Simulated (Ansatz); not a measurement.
Consider the ligand exchange at a Ga–O bond: `O[SiH2][GaH][OH]` + NH₃ → `[NH2][GaH][SiH2]O` + H₂O.

Computed with Ansatz on PBE0-D4/def2-TZVP structures; ΔE is electronic, products minus reactants. CBS: MP2 limit from def2 TZ/QZ plus the TZ coupled-cluster correction, frozen cores. This one scheme is used for every species. Functionals use def2-TZVPP. B3LYP here is the variant with VWN-RPA as its local correlation; programs differ in this. For Ga outer-core shells are correlated without core-valence functions, which leaves a few kJ/mol of doubt a bond. Scalar relativity is left out up to krypton. Each species was taken in one conformer, which may not be the lowest.

`O[SiH2][GaH][OH]`:

Z-matrix (Å, degrees):
```
Si
Ga 1 2.403
O 1 1.651 2 101.7
H 1 1.489 2 113.5 3 -118.9
H 1 1.489 2 113.4 3 118.9
O 2 1.813 1 97.9 3 -0.1
H 2 1.567 1 145.5 3 179.9
H 3 0.965 1 113.2 2 0.2
H 6 0.959 2 117.7 1 -180.0
```

NH₃:

Z-matrix (Å, degrees):
```
N
H 1 1.013
H 1 1.013 2 107.1
H 1 1.013 2 107.1 3 -114.5
```

`[NH2][GaH][SiH2]O`:

Z-matrix (Å, degrees):
```
Si
Ga 1 2.405
O 1 1.659 2 107.3
H 1 1.496 2 111.5 3 121.1
H 1 1.496 2 111.9 3 -121.4
N 2 1.818 1 116.5 3 143.3
H 2 1.567 1 128.4 3 -38.0
H 3 0.958 1 117.1 2 178.0
H 6 1.006 2 124.4 1 -2.4
H 6 1.006 2 123.9 1 178.7
```

H₂O:

```xyz
3

O    -0.296    0.063    0.244
H    -0.209   -0.645   -0.397
H     0.505    0.582    0.153
```

| level | ΔE (kJ/mol) | difference from CCSD(T)/CBS |
| --- | --- | --- |
| PBE-D4 | 26.5 | 8.2 |
| r2SCAN-D4 | 28.7 | 10.4 |
| PBE0-D4 | 22.7 | 4.4 |
| B3LYP-D4 | 26.6 | 8.3 |
| ωB97M-V | 26.4 | 8.1 |
| B2PLYP | 26.2 | 7.9 |
| PBE | 26.9 | 8.6 |
| r2SCAN | 29.0 | 10.7 |
| B3LYP | 27.1 | 8.8 |
| CCSD/def2-TZVPP | 20.9 | 2.6 |
| CCSD(T)/def2-TZVPP | 21.9 | 3.6 |
| MP2/def2-QZVPP | 19.7 | 1.4 |
| SCS-MP2/def2-QZVPP | 20.8 | 2.5 |
| HF/CBS(def2) | 20.7 | 2.4 |
| MP2/CBS(def2) | 18.4 | 0.1 |
| CCSD/CBS(def2) | 17.2 | -1.1 |
| CCSD(T)/CBS | 18.3 | 0 |

Largest T1 diagnostic among the species: 0.014.

From PBE to PBE0 (25 % exact exchange), in def2-TZVPP and without D4, ΔE moves by −3.8 kJ/mol.
